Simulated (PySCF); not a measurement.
**Mn²⁺ (manganese, charge +2): UHF calculation**

Configuration: [Ar] 3d5, high-spin 6S determinant. Computed with PySCF 2.14 in x2c-QZVPPall (11s7p5d4f2g, 103 functions), with scalar relativity by spin-free X2C-1e.

```json
{"Total energy": "-1156.639344 hartree", "One-electron energy": "-1579.2175 hartree", "Hartree (Coulomb) energy": "473.8020 hartree", "Exchange energy": "-51.2239 hartree", "⟨S²⟩": "8.7506", "⟨L²⟩": "0.000", "Sum of ⟨r⟩": "14.84 bohr", "Sum of ⟨r²⟩": "15.85 bohr²", "Langevin diamagnetic susceptibility": "-12.6 ×10⁻⁶ cm³/mol"}
```

```tsv
shell	electrons	mean orbital energy (eV)	rms radius, mean of both spins (bohr)
1s β	1	-6616.3	0.0703
1s α	1	-6616.3	0.0703
2s α	1	-822.71	0.302
2s β	1	-819.15	0.302
2p α	3	-696.43	0.273
2p β	3	-692.85	0.273
3s α	1	-128.68	0.917
3s β	1	-117.43	0.917
3p α	3	-92.241	0.986
3p β	3	-78.565	0.986
3d α	5	-34.813	1.24
```

Densities and radii are taken from the X2C orbitals without a picture-change correction, which distorts them close to the nucleus.

Spin-orbit constants ζ (cm⁻¹) from the X2C one-electron operator on these orbitals: bare nucleus, nucleus screened by l(l+1)(2l+1)/3 electrons, and screened by the Breit-Pauli mean field of the electrons.

```tsv
shell	bare	screened nucleus	mean field
2p	59270	54530	n/a
3p	7058	6493	n/a
3d	616.0	369.6	n/a
```
